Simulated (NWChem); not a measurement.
Everything below was run with NWChem. System: Cl₂Ge (+1), charge 1, spin multiplicity 2, at a geometry optimised with UPBE/def2-SVP. The structure started from a generated list of species. Its SCF solution wasn't tested for a lower state. Level: G0W0@UPBE/def2-SVPD, RI basis def2-svpd-rifit.

Job file:

```
start mol
memory heap 200 mb stack 700 mb global 1700 mb
charge 1
geometry units angstroms nocenter noautoz
  Ge     0.000000     0.000000    -0.547757
  Cl    -1.838506     0.000000     0.515536
  Cl     1.838506     0.000000     0.515536
  symmetry group C2v
end
basis spherical
  * library def2-svpd
end
basis "ri basis" bse spherical
  * library def2-svpd-rifit
end
dft
  xc xpbe96 cpbe96
  odft
  mult 2
  iterations 100
  direct
  tolerances tight
end
task dft energy
gw
  states alpha occ 4 vir 2
  states beta occ 4 vir 2
end
task dft gw
```

Part of the output:

```
             Northwest Computational Chemistry Package (NWChem) 7.3.0
             --------------------------------------------------------

                                NWChem Input Module
                                -------------------

 Scaling coordinates for geometry "geometry" by  1.889725989
 (inverse scale =  0.529177249)

 Turning off AUTOSYM since
 SYMMETRY directive was detected!

                             Geometry "geometry" -> ""
                             -------------------------

 Output coordinates in angstroms (scale by  1.889725989 to convert to a.u.)

  No.       Tag          Charge          X              Y              Z
 ---- ---------------- ---------- -------------- -------------- --------------
    1 Ge                  32.0000     0.00000000     0.00000000    -0.54775700
    2 Cl                  17.0000    -1.83850600     0.00000000     0.51553600
    3 Cl                  17.0000     1.83850600     0.00000000     0.51553600

 Effective nuclear repulsion energy (a.u.)     312.6781741119

            Nuclear Dipole moment (a.u.)
            ----------------------------
        X                 Y               Z
 ---------------- ---------------- ----------------
     0.0000000000     0.0000000000     0.0000000000

      Symmetry information
      --------------------

 Group name             C2v
 Group number             16
 Group order               4
 No. of unique centers     2

      Symmetry unique atoms

     1    2


 Summary of "ao basis" -> "" (spherical)
 ------------------------------------------------------------------------------
       Tag                 Description            Shells   Functions and Types
 ---------------- ------------------------------  ------  ---------------------
 *                         def2-svpd                  on all atoms

 new library libraries.bse/

 Summary of "ri basis" -> "" (spherical)
 ------------------------------------------------------------------------------
       Tag                 Description            Shells   Functions and Types
 ---------------- ------------------------------  ------  ---------------------
[...]
     1   0 0 1     -0.491994      0.054767     -0.546761      0.000000

     2   2 0 0    -21.730138   -219.976445   -212.153069    410.399376
     2   1 1 0      0.000000     -0.000000      0.000000      0.000000
     2   1 0 1     -0.000000     -0.000000     -0.000000      0.000000
     2   0 2 0    -27.381227    -14.267808    -13.113419      0.000000
     2   0 1 1     -0.000000     -0.000000     -0.000000      0.000000
     2   0 0 2    -25.651559    -48.630449    -43.577314     66.556203

 Task  times  cpu:       12.4s     wall:       12.4s

                                NWChem Input Module
                                -------------------

                                 NWChem GW Module
                                 ----------------

                             ***********************
                             ***        GW       ***
                             ***********************

 Summary of "ri basis" -> "ri basis" (spherical)
 ------------------------------------------------------------------------------
       Tag                 Description            Shells   Functions and Types
 ---------------- ------------------------------  ------  ---------------------
 Ge                     def2-svpd-rifit             37      143   11s10p8d5f3g
 Cl                     def2-svpd-rifit             24       78   9s6p6d3f

                 Memory Information
                 ------------------
          Available GA per process is          1699.9 MBs
          Available stack per process is        700.0 MBs
          Available heap per process is           0.0 MBs

          Peak memory in Initialization
              Peak GA per process is                 15.0 MBs
              Peak stack per process is               0.1 MBs
              Peak heap per process is               15.4 MBs
              Memory not in MA per process            0.0 MBs

          Peak memory in AFF Calculation
              Peak GA per process is                137.1 MBs
              Peak stack per process is             114.1 MBs
              Peak heap per process is                0.0 MBs
              Memory not in MA per process          114.1 MBs

          Computing 2-center integrals
          Computing Inverse Cholesky factor
          Computing 3-center integrals
          Computing V_xc ...

          Computing Sigma_x
          Computing RPA polarizability
          Solving quasiparticle equations

                  Alpha Orbitals
          State     Energy (eV)     Error (eV)
          -----------------------------------
@GW        30        -17.539           0.002
@GW        31        -16.877           0.002
@GW        32        -16.727           0.004
@GW        33        -15.752           0.004
@GW        34         -6.995           0.003
@GW        35         -4.454           0.002

                   Beta Orbitals
          State     Energy (eV)     Error (eV)
          -----------------------------------
@GW        29        -17.381           0.002
@GW        30        -17.432           0.003
@GW        31        -16.724           0.002
@GW        32        -16.455           0.004
@GW        33         -9.345           0.004
@GW        34         -6.438           0.002

   Applying  -2.0753 eV scissor-shift to rest of particle states

   Applying   3.2512 eV scissor-shift to rest of hole states

   Applying  -2.1247 eV scissor-shift to rest of particle states

   Applying   3.4066 eV scissor-shift to rest of hole states

     GW Timing Statistics
   ------------------------
   Init.   :          0.1s
     ERIs  :          1.4s
     Distr.:          0.0s
     Vxc   :          0.3s
   Sigma_x :          0.0s
   RPA     :         22.7s
   Wmn     :          0.2s
   Sigma_c :          0.2s
   GW total:         25.0s

 Task  times  cpu:       25.0s     wall:       25.0s

 Total times  cpu:       37.4s     wall:       37.4s
```
